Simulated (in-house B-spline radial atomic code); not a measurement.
RPA and G0W0 for the strontium ion Sr²⁺, [Ar] 3d10 4s2 4p6, as one setting changes: the share of exact exchange in the PBE hybrid start. A dash marks a level of low quasi-particle weight. Computed with a B-spline radial code for spherical atoms: all electrons, scalar-relativistic (spin-free one-electron X2C), finite nucleus, each spin shell either full or empty, empty states to l = 9 with an (l + 1/2)⁻⁴ tail; G0W0 by contour deformation at full frequency.

```csv
share of exact exchange in the PBE hybrid start,mean-field level (eV),G0W0 level (eV),RPA correlation (Eh)
0,-36.51,4p -43.22,-2.6941
0.1,-37.29,4p -43.28,-2.6677
0.2,-38.07,4p -43.33,-2.6422
0.3,-38.85,4p -43.38,-2.6175
0.4,-39.63,4p -43.42,-2.5936
0.5,-40.41,4p -43.45,-2.5705
0.6,-41.19,4p -43.48,-2.5481
0.7,?,?,?
0.8,-42.75,4p -43.53,-2.5051
0.9,?,?,?
1,-44.32,4p -43.57,-2.4644
```

Task: What belongs in the row for 0.9?

Result: mean-field level (eV): -43.53; G0W0 level (eV): 4p -43.55; RPA correlation (Eh): -2.4844.

Task: What belongs in the row for 0.7?

Result: mean-field level (eV): -41.97; G0W0 level (eV): 4p -43.51; RPA correlation (Eh): -2.5263.

Task: At what share of exact exchange does G0W0 leave the highest level unchanged?

Result: Near 0.90, where the shift changes sign (-0.014 eV at 0.9, +0.753 eV at 1).
